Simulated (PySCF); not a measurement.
# Telling isomers of C8H8F2 apart by NMR

Computational details: shielding tensors at PBE0/pcSseg-1 (GIAO), structure optimised with GFN2-xTB, in PySCF 2.14.0 with density-fitted response routines (fast rotation and ring inversion assumed for equivalent nuclei, one computed conformer, no solvent model, relativity neglected).

References, each an isolated molecule treated in the same way: ¹H and ¹³C against TMS. Splittings of carbon signals by F and P are missing where no couplings were computed. Where no couplings were computed, multiplicities follow the n + 1 count of equivalent neighbours, and m marks all less simple cases (inequivalent or close neighbours, rings, F or P nearby). Shifts are as computed. Against solution values, carbons near 30 ppm lie about +3 ppm off and those near 130 ppm about +5 ppm. Of 1309 compounds with measured shifts, 239 miss one by over three times the rms of a fit or turn the order of signals round; such compounds aren't used in these exercises.

(1) Tabulate the signals of `CC#C[C@@H](F)C1=CC[C@@H]1F`, `C#CCC(=C)CC=C(F)F`, `C#C[C@H](C)C(=C)C=C(F)F`, `C#CCC(=C)/C=C(/F)CF` and their relative energies.

(2) What is the quickest way to tell CC#C[C@@H](F)C1=CC[C@@H]1F from C#CCC(=C)/C=C(/F)CF?

(3) What is the quickest way to tell C#CCC(=C)CC=C(F)F from C#CCC(=C)/C=C(/F)CF?

(4) What is the quickest way to tell CC#C[C@@H](F)C1=CC[C@@H]1F from C#CCC(=C)CC=C(F)F?

Results:

(1) 
| SMILES | carbon types | δC | δH | E rel. (kcal/mol) |
| --- | --- | --- | --- | --- |
| CC#C[C@@H](F)C1=CC[C@@H]1F | 3×C 3×CH 1×CH2 1×CH3 | 155.6, 139.7, 94.6, 89.5, 82.3, 80.2, 38.6, 4.7 | 6.52 (m, 1H), 5.95 (m, 1H), 5.59 (m, 1H), 2.74 (m, 1H), 2.68 (m, 1H), 2.10 (s, 3H) | 4.6 |
| C#CCC(=C)CC=C(F)F | 3×C 2×CH 3×CH2 | 171.1, 153.4, 119.4, 86.7, 84.6, 76.5, 33.4, 27.1 | 5.23 (m, 1H), 5.18 (m, 1H), 4.15 (m, 1H), 3.15 (d, 2H), 3.04 (d, 2H), 1.47 (t, 1H) | 1.5 |
| C#C[C@H](C)C(=C)C=C(F)F | 3×C 3×CH 1×CH2 1×CH3 | 168.3, 148.9, 124.2, 91.3, 90.1, 79.0, 31.6, 26.5 | 6.01 (br s, 1H), 5.44 (br s, 1H), 5.27 (m, 1H), 3.68 (m, 1H), 1.75 (d, 1H), 1.40 (d, 3H) | 0.0 |
| C#CCC(=C)/C=C(/F)CF | 3×C 2×CH 3×CH2 | 168.2, 146.1, 128.0, 123.5, 88.0, 84.2, 77.7, 25.7 | 6.48 (m, 1H), 5.90 (m, 2H), 5.39 (m, 1H), 5.39 (m, 1H), 3.34 (d, 2H), 1.57 (t, 1H) | 6.0 |

Energies are electronic energies at PBE0/pcSseg-1 on these geometries, without zero-point or thermal terms, each for the one conformer computed, which needn't be the lowest.

(2) Both give the same number of carbon signals, but DEPT or the intensities differ. The first has a propargylic methyl carbon (CH3) at 4.7 ppm, the second a terminal =CH2 carbon at 128.0 ppm. Their most deshielded carbons lie at 155.6 and 168.2 ppm.

(3) Both give the same number of carbon signals, with the same numbers of each carbon type, so the positions decide. The first has a terminal =CH2 carbon at 119.4 ppm, the second an alkene CH at 123.5 ppm. Their most deshielded carbons lie at 171.1 and 168.2 ppm. In the proton spectra the most deshielded non-exchanging signals are 5.23 (m, 1H) and 6.48 (m, 1H).

(4) Both give the same number of carbon signals, but DEPT or the intensities differ. The first has a propargylic methyl carbon (CH3) at 4.7 ppm, the second a terminal =CH2 carbon at 119.4 ppm. Their most deshielded carbons lie at 155.6 and 171.1 ppm. In the proton spectra the most deshielded non-exchanging signals are 6.52 (m, 1H) and 5.23 (m, 1H).
